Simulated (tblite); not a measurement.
Compound: C₁₀H₇NS.
Geometry (GFN2-xTB, Å), atoms numbered from 1 in this order:
```
atom  x, y, z in Å
C1    -2.8110    3.5764   -1.4972
N2    -2.1767    2.6781   -1.1039
C3    -1.4607    1.6256   -0.6291
C4    -2.1374    0.6681    0.1967
C5    -1.3597   -0.3421    0.6264
C6     0.0284   -0.4775    0.3021
C7     0.6685    0.4300   -0.4793
S8     2.3568    0.4281   -0.9770
C9     2.9636   -1.0772   -0.1690
C10   -0.1320    1.5134   -0.9495
C11    0.0439   -1.7408    1.1168
C12   -1.2583   -1.6133    1.4227
H13   -3.1839    0.7927    0.4258
H14    4.0162   -1.1570   -0.4222
H15    2.4202   -1.9363   -0.5511
H16    2.8441   -0.9824    0.9061
H17    0.3325    2.2590   -1.5770
H18    0.8031   -2.4606    1.3537
H19   -1.9672   -2.1749    1.9974
```

Level: GFN2-xTB in tblite, geometry and Hessian alike; calculated harmonic values, unscaled, isolated species. Errors from tens to a few hundred cm⁻¹ against measured bands are possible. One conformer, not necessarily the lowest.

Harmonic wavenumbers (cm⁻¹): 48.8, 107.9, 125.0, 145.1, 169.0, 212.5, 244.9, 255.0, 264.7, 359.6, 363.8, 409.4, 456.6, 507.1, 527.4, 583.3, 641.6, 681.6, 738.2, 774.9, 794.4, 835.5, 841.5, 863.4, 917.9, 934.8, 949.1, 963.6, 1011.9, 1051.9, 1092.6, 1160.4, 1175.0, 1209.0, 1310.6, 1314.6, 1380.5, 1445.9, 1449.3, 1495.7, 1564.9, 1620.8, 1692.4, 2195.7, 3028.9, 3036.7, 3058.7, 3099.2, 3102.0, 3138.1, 3161.7.

A = 1323, B = 653.9, C = 438.8 MHz; mass 173.030 u (most abundant isotopes); point group Cs, symmetry number 1.

Problem. What is the zero-point energy?

Solution. Half the sum of the wavenumbers: 29257 cm⁻¹ = 349.98 kJ/mol.

Problem. What is S at 298.15 K and 1 bar for an ideal gas of classical rigid rotors and harmonic oscillators?

Solution. Translation 173.13, rotation 130.19, vibration 134.08: S = 437.4 J/(mol K).

Problem. And Cp and H(298.15 K) − H(0)?

Solution. Cp = 183.81 J/(mol K), of which vibrations give 150.55 (their classical limit is 51 R = 424.0); H(298.15 K) − H(0) = 32.09 kJ/mol without the zero-point energy, 22.17 from vibrations.

Problem. How do the functions run with temperature in this model?

Solution. 
```json
{"T (K)": "150", "S (J/(mol K))": "339.1", "Cp (J/(mol K))": "109.9", "H − H(0) (kJ/mol)": "10.27", "G − H(0) (kJ/mol)": "-40.60", "ln q(vib)": "2.82"}
{"T (K)": "250", "S (J/(mol K))": "407.1", "Cp (J/(mol K))": "160.4", "H − H(0) (kJ/mol)": "23.79", "G − H(0) (kJ/mol)": "-77.99", "ln q(vib)": "5.74"}
{"T (K)": "400", "S (J/(mol K))": "497.8", "Cp (J/(mol K))": "228.4", "H − H(0) (kJ/mol)": "53.14", "G − H(0) (kJ/mol)": "-145.99", "ln q(vib)": "10.24"}
{"T (K)": "600", "S (J/(mol K))": "603.5", "Cp (J/(mol K))": "292.5", "H − H(0) (kJ/mol)": "105.71", "G − H(0) (kJ/mol)": "-256.40", "ln q(vib)": "16.12"}
{"T (K)": "900", "S (J/(mol K))": "734.0", "Cp (J/(mol K))": "349.5", "H − H(0) (kJ/mol)": "202.83", "G − H(0) (kJ/mol)": "-457.78", "ln q(vib)": "24.28"}
```

q(vib) and H(0) count from the zero-point level.

Problem. Which modes carry the vibrational entropy at 298.15 K?

Solution. 48.8 cm⁻¹: 20.36; 107.9 cm⁻¹: 13.83; 125.0 cm⁻¹: 12.64; 145.1 cm⁻¹: 11.45; 169.0 cm⁻¹: 10.24; 212.5 cm⁻¹: 8.46 J/(mol K); the other 45 give 57.10 together.

Hindered rotation and anharmonicity are outside this model. Other conformers, if any are populated, would add a mixing term that is left out.

Time: 0.99 s of wall time. Hardware: Arm Neoverse V1, one thread, on a shared host. The figure is for the frequency step alone.
